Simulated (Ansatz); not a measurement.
C3H9OSi (SMILES CO[Si](C)C), doublet, geometry from GFN2-xTB; R2SCAN/6-31G* (Ansatz, a quantum-chemistry and plane-wave program).

Input for Ansatz:
Ansatz 0.2 input:
```yaml
crystal:
  periodic: [false, false, false]
  atoms:
    - {symbol: C, position_ang: [1.90452480, -0.70742963, 0.64244582]}
    - {symbol: O, position_ang: [1.20840243, -0.12648447, -0.42931285]}
    - {symbol: Si, position_ang: [-0.36583798, 0.29422034, -0.54235485]}
    - {symbol: C, position_ang: [-0.83913476, 1.63795260, 0.73014405]}
    - {symbol: C, position_ang: [-1.52376810, -1.21199279, -0.34399243]}
    - {symbol: H, position_ang: [1.48460471, -1.68420376, 0.89482328]}
    - {symbol: H, position_ang: [1.86586362, -0.06496564, 1.52554104]}
    - {symbol: H, position_ang: [2.94303746, -0.83234589, 0.33546628]}
    - {symbol: H, position_ang: [-1.84761689, 2.00357650, 0.56766526]}
    - {symbol: H, position_ang: [-0.79341441, 1.24124988, 1.74503572]}
    - {symbol: H, position_ang: [-0.16576344, 2.48882457, 0.67896605]}
    - {symbol: H, position_ang: [-1.47564350, -1.60389767, 0.67265625]}
    - {symbol: H, position_ang: [-1.24891015, -2.01669610, -1.02001637]}
    - {symbol: H, position_ang: [-2.55737663, -0.94993177, -0.54425128]}
basis:
  gaussian:
    orbitals: 6-31G*
    fitting: {mean_field: cc-pVTZ-JKFIT}
hamiltonian:
  xc: r2scan
magnetization: {spin_polarized: true, initial_magnetization: 1}
```

The log (banner, timings and long lists left out):

```
Functional definition: r2SCAN
707 factors; integrals over basis functions are off by at most 1.2e-1 eV
mean field evaluation 1: about -13165.7638 eV, gradient 5.3e1 eV
mean field evaluation 2: about -13153.0334 eV, gradient 7.4e1 eV
mean field evaluation 4: about -13177.8456 eV, gradient 3.3e0 eV
mean field evaluation 8: about -13177.9028 eV, gradient 8.3e-2 eV
mean field evaluation 16: about -13177.9029 eV, gradient 3.4e-5 eV
mean field -13177.90286183 eV, -484.2789978691 hartree, gradient 3.4e-5 eV, S^2 0.752081; 0 other end points of the search recorded, 0 dependent functions left out
reference -13177.90287210 eV, -484.2789982464 hartree; 25, 24 occupied and 72, 73 virtual orbitals, 707 factors
Total energy: -13177.90287210 eV, -484.2789982464 hartree
```
